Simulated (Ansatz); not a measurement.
Computed with Ansatz on PBE0-D4/def2-TZVP structures; ΔE is electronic, products minus reactants. CCSD(T)/CBS is the MP2 limit (def2-TZVPP, def2-QZVPP) plus CCSD(T) − MP2 in def2-TZVPP, frozen cores. This one scheme is used for every species, atoms too. Open shells (•) are unrestricted, without spin–orbit coupling. Spin–orbit coupling would lower the free atoms: a little for C, O; strongly for In. Elements past krypton have def2 core potentials. For In outer-core shells are correlated without core-valence functions, so the limit isn't a true one: a few kJ/mol of doubt a bond, and 10 to 20 or more in all where bonds break to atoms. Each species was taken in one conformer, which may not be the lowest.

Reaction (atomization): `[CH3][InH][CH2]O` → 2 C• + 7 H• + In• + O•

`[CH3][InH][CH2]O`:

Cartesian coordinates in Å:
```
C 1.047 -1.579 0.447
In -0.833 -0.666 -0.104
C -0.820 1.502 -0.408
O 0.479 2.057 -0.565
H 1.891 -0.939 0.186
H 1.067 -1.758 1.526
H 1.167 -2.543 -0.050
H -2.269 -1.621 -0.281
H -1.382 2.010 0.388
H -1.356 1.716 -1.336
H 1.011 1.820 0.197
```

```json
{"species": "`[CH3][InH][CH2]O`", "CCSD(T)/CBS(def2) energy (Eh)": "-345.25975"}
{"species": "C•", "CCSD(T)/CBS(def2) energy (Eh)": "-37.79194"}
{"species": "H•", "CCSD(T)/CBS(def2) energy (Eh)": "-0.50000"}
{"species": "In•", "CCSD(T)/CBS(def2) energy (Eh)": "-189.78701"}
{"species": "O•", "CCSD(T)/CBS(def2) energy (Eh)": "-75.00631"}
```

(1) Work out ΔE.

Largest T1 diagnostic among the species: 0.015.

## Answers

(1) ΔE = 7 × (-0.50000) + 2 × (-37.79194) + (-189.78701) + (-75.00631) − (-345.25975) = 1.38255 Eh = +867.6 kcal/mol.

In def2-TZVPP, CCSD(T) changes the Hartree–Fock value by +228.8 kcal/mol (the triples alone add +12.1 kcal/mol) and MP2 by +234.4 kcal/mol; breaking electron pairs costs correlation energy, which Hartree–Fock lacks. From PBE to PBE0 (25 % exact exchange), in def2-TZVPP and without D4, ΔE moves by −13.3 kcal/mol: exact exchange takes away binding that semilocal exchange gives to molecules. The D4 term adds +6.7 kcal/mol with B3LYP and +3.5 kcal/mol with PBE0; it sums over pairs of atoms, weighted by their polarisabilities, and B3LYP, whose exchange is more repulsive, gets the larger term.

B3LYP here is the variant with VWN-RPA as its local correlation; programs differ in this.

For atomizations the MP2-based limit and the directly extrapolated one differ by several kJ/mol either way, and by 10 to 25 for some Ge, Se and Sn compounds, so smaller differences from it don't rank the levels.
